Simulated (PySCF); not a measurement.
**C₉H₁₄Si: calculation and literature**

Geometry:
| atom | x (Å) | y (Å) | z (Å) |
| --- | --- | --- | --- |
| C1 | -2.162 | 1.327 | -0.615 |
| Si2 | -1.250 | -0.131 | 0.148 |
| C3 | -1.785 | -1.731 | -0.690 |
| C4 | -1.627 | -0.230 | 1.990 |
| C5 | 0.611 | 0.088 | -0.086 |
| C6 | 1.159 | 1.222 | -0.703 |
| C7 | 2.538 | 1.365 | -0.862 |
| C8 | 3.400 | 0.372 | -0.404 |
| C9 | 2.877 | -0.765 | 0.214 |
| C10 | 1.500 | -0.901 | 0.369 |
| H11 | -1.956 | 1.408 | -1.693 |
| H12 | -1.875 | 2.278 | -0.139 |
| H13 | -3.249 | 1.206 | -0.489 |
| H14 | -1.225 | -2.591 | -0.292 |
| H15 | -2.858 | -1.922 | -0.527 |
| H16 | -1.605 | -1.687 | -1.775 |
| H17 | -2.704 | -0.378 | 2.168 |
| H18 | -1.089 | -1.068 | 2.460 |
| H19 | -1.318 | 0.695 | 2.501 |
| H20 | 0.500 | 2.014 | -1.071 |
| H21 | 2.940 | 2.258 | -1.347 |
| H22 | 4.481 | 0.482 | -0.527 |
| H23 | 3.548 | -1.548 | 0.575 |
| H24 | 1.111 | -1.802 | 0.856 |

Published estimates (parent shift plus substituent increments) and measurements: δ ²⁹Si Si2 -5.1 ppm (measured; solution; W. Buchner, W. Wolfsberger, Z. Naturforsch. 32b (1977) 967).
δ ¹³C C5 141.9; C6/C10 132.9; C7/C9 127.4; C8 127.4 ppm (estimated from measurements, as parent shift plus tabulated substituent increment; solution, neat; Levy, Lichter, Nelson pp. 111-112; Breitmaier, Voelter pp. 256-258, as tabulated by Wired Chemist).

No relativistic terms, one averaged value for each set of equivalent atoms, a single conformation, no solvent model. PBE0/pcSseg-1 with gauge-including orbitals; geometry: PBE0-D3(BJ)/def2-SVP; PySCF.

Problem. What does the calculation give, and how does it compare?

Solution. 
Reference values: measured (solution; W. Buchner, W. Wolfsberger, Z. Naturforsch. 32b (1977) 967).
```json
{"atoms": "Si2", "quantity": "δ ²⁹Si vs TMS", "reference": "-5.1", "computed": "-4.4", "computed, scaled": "-17.0"}
```

Reference values: estimated from measurements, as parent shift plus tabulated substituent increment (solution, neat; Levy, Lichter, Nelson pp. 111-112; Breitmaier, Voelter pp. 256-258, as tabulated by Wired Chemist).
| atoms | quantity | reference | computed | computed, scaled |
| --- | --- | --- | --- | --- |
| C5 | δ ¹³C | 141.9 | 145.0 | 139.5 |
| C6/C10 | δ ¹³C | 132.9 | 139.3 | 134.0 |
| C7/C9 | δ ¹³C | 127.4 | 133.2 | 128.1 |
| C8 | δ ¹³C | 127.4 | 134.4 | 129.3 |

Computed shifts are σ(ref) − σ with the named reference compound (TMS for H and C) calculated as an isolated molecule at the same level. The measured values may be among those fitted. Expected solution values come from regression of measured δ (H and C: mostly CDCl3, vs TMS) on computed σ: ¹³C: δ = 177.62 − 0.967σ (rms 1.9 ppm, 903 shifts, 2.3 ppm with the 23 outliers that the fit left out); ²⁹Si: δ = 280.74 − 0.836σ (rms 8.9 ppm, 83 shifts, 23.9 ppm with the 6 outliers that the fit left out vs TMS, solution or neat liquid). Occasional misses reach two or three times the rms, and more in compound classes unlike the fitted ones.

Problem. How far are the unscaled ¹³C shifts from the references?

Solution. Mean signed difference +5.57 ppm, mean absolute 5.57 ppm over 4 comparisons; the largest is +7.0 ppm at C8 (aromatic CH).

5 of the 17 published NMR values on file for this molecule are compared. The rest: values from further sources.
